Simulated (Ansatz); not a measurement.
One change: `[NH]=[V]([NH2])([NH2])[OH]` becomes `[NH]=[V]([NH2])([NH2])[Cl]`.

Ansatz, PBE0-D4/def2-TZVP geometries, multiplicity 1. Each molecule was computed in one conformer, which needn't be the lowest.

Scalar relativity is left out up to krypton.

```tsv
property	`[NH]=[V]([NH2])([NH2])[OH]`
LUMO energy (B3LYP/def2-TZVPP) / eV	-1.44
LUMO energy (PBE/def2-TZVPP) / eV	-2.06
HOMO–LUMO gap (B3LYP/def2-TZVPP) / eV	5.02
LUMO energy (ωB97M-V/def2-TZVPP) / eV	1.02
LUMO energy (PBE0/def2-TZVPP) / eV	-1.17
size of the dipole moment (ωB97M-V/def2-TZVPP) / D	1.02
```

Problem. Give the same properties after the change, and the shifts. (Estimate.)

Solution. The calculation gave: 
```tsv
property	`[NH]=[V]([NH2])([NH2])[Cl]`	shift
LUMO energy (B3LYP/def2-TZVPP) / eV	-2.10	-0.66
LUMO energy (PBE/def2-TZVPP) / eV	-2.71	-0.65
HOMO–LUMO gap (B3LYP/def2-TZVPP) / eV	4.94	-0.08
LUMO energy (ωB97M-V/def2-TZVPP) / eV	0.32	-0.70
LUMO energy (PBE0/def2-TZVPP) / eV	-1.85	-0.68
size of the dipole moment (ωB97M-V/def2-TZVPP) / D	3.28	2.26
```

With PBE0 the HOMO falls by 0.58 eV and the LUMO falls by 0.68 eV, so the gap narrows by about 0.10 eV. PBE moves the HOMO by -0.63 eV and ωB97M-V by -0.53 eV. The zero-point energy changes by -28.4 kJ/mol with -3 modes. Dipoles are sizes alone; their direction can turn.

B3LYP here is the variant with VWN-RPA as its local correlation; programs differ in this.
